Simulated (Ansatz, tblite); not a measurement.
Ge nanocrystals, cubic, H-capped: gap (eV) at several levels, gas phase, relaxed structures; Ansatz, xTB through tblite. The structures are stationary points that may keep the symmetry of their start.

| species | state | geometry | GFN1-xTB | GFN2-xTB | PBE-D4/def2-SVP | PBE-D4/def2-TZVP | PBE0-D4/def2-SVP | PBE0-D4/def2-TZVP |
| --- | --- | --- | --- | --- | --- | --- | --- | --- |
| Ge6H12, rod | singlet | PBE0-D4/def2-SVP | 3.67 | 4.73 | 5.56 | 5.48 | 7.34 | 7.17 |
| Ge9H16 | singlet | r2SCAN-D4/def2-SVP | 3.52 | 4.81 | 5.24 | 5.12 | 6.94 | 6.80 |
| Ge13H20 | singlet | PBE-D4/def2-SVP | 3.12 | 4.18 | 4.65 | 4.57 | 6.33 | 6.19 |
| Ge14H20 | singlet | PBE-D4/def2-SVP | 3.32 | 4.21 | 4.59 | 4.47 | 6.22 | 6.07 |
| Ge19H28, rod | singlet | PBE-D4/def2-SVP | 3.20 | 3.98 | 4.37 | 4.30 | 6.00 | 5.90 |
| Ge20H28 | singlet | PBE-D4/def2-SVP | 3.08 | 3.80 | 4.00 | 3.94 | 5.59 | 5.52 |
| Ge20H30 | singlet | PBE-D4/def2-SVP | 2.98 | 3.68 | 3.91 | 3.85 | 5.53 | 5.45 |
| Ge22H28 | singlet | r2SCAN-D4/def2-SVP | 3.07 | 3.79 | 4.08 | 4.01 | 5.68 | 5.59 |
| Ge23H32 | singlet | PBE-D4/def2-SVP | 2.87 | 3.61 | 3.98 | 3.92 | 5.55 | 5.48 |
| Ge24H32 | singlet | r2SCAN-D4/def2-SVP | 2.97 | 3.79 | 4.00 | 3.94 | 5.55 | 5.49 |

Q: Estimate the rows for Ge10H16 (singlet, PBE-D4/def2-SVP geometry); Ge14H24, disc (singlet, r2SCAN-D4/def2-SVP geometry); Ge17H24 (singlet, r2SCAN-D4/def2-SVP geometry); Ge19H28 (singlet, PBE-D4/def2-SVP geometry).

A: 
```tsv
species	state	geometry	GFN1-xTB	GFN2-xTB	PBE-D4/def2-SVP	PBE-D4/def2-TZVP	PBE0-D4/def2-SVP	PBE0-D4/def2-TZVP
Ge10H16	singlet	PBE-D4/def2-SVP	3.42	4.62	5.12	4.99	6.84	6.68
Ge14H24, disc	singlet	r2SCAN-D4/def2-SVP	3.23	4.20	4.61	4.54	6.27	6.16
Ge17H24	singlet	r2SCAN-D4/def2-SVP	3.04	4.06	4.23	4.16	5.83	5.74
Ge19H28	singlet	PBE-D4/def2-SVP	2.90	3.73	4.09	4.05	5.71	5.65
```

Over the 14 species that have every level, the mean is 3.17 at GFN1-xTB, 4.08 at GFN2-xTB, 4.46 at PBE-D4/def2-SVP, 4.38 at PBE-D4/def2-TZVP, 6.10 at PBE0-D4/def2-SVP, 5.99 at PBE0-D4/def2-TZVP. Orbital gaps grow with the share of exact exchange and aren't one observable across functionals.
